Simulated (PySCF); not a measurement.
GeH4O2S2, SMILES [OH][Ge]([SH])([SH])[OH].

Geometry: PBE-D3(BJ)/def2-SVP. The structure was generated by enumeration, and PubChem lists no compound with its InChIKey, so it may never have been made. Other conformers were not sampled.

Calculation: PBE-D3(BJ)/def2-SVP run with PySCF.

Frequencies are harmonic and unscaled.

Computed vibrational spectrum:
```
mode  ν (cm⁻¹)  IR (km/mol)  moving atoms (share of kinetic energy)
----  --------  -----------  --------------------------------------
1           83         12.0                  S 61 %, O 21 %, H 12 %
2          117         36.4                                  H 92 %
3          144         15.7                  O 41 %, S 32 %, H 19 %
4          168         14.0                 O 37 %, Ge 29 %, S 29 %
5          200          3.5                          H 81 %, O 12 %
6          210         25.5         O 44 %, H 26 %, S 19 %, Ge 11 %
7          230          0.0           O 46 %, H 36 %, S 9 %, Ge 8 %
8          274         33.6                          H 84 %, O 12 %
9          278        128.9                          H 60 %, O 36 %
10         372         20.2                         S 74 %, Ge 17 %
11         422         66.0                         S 57 %, Ge 40 %
12         661         58.2                         O 81 %, Ge 11 %
13         680         85.2                 O 60 %, H 25 %, Ge 13 %
14         714         16.1                                  H 88 %
15         727         20.2                 H 68 %, O 16 %, Ge 12 %
16         884         46.2                                  H 92 %
17         906        189.9                           H 89 %, O 9 %
18        2614          4.8                                  H 97 %
19        2614          0.3                                  H 97 %
20        3708         87.3                                  H 94 %
21        3710         41.4                                  H 94 %
```
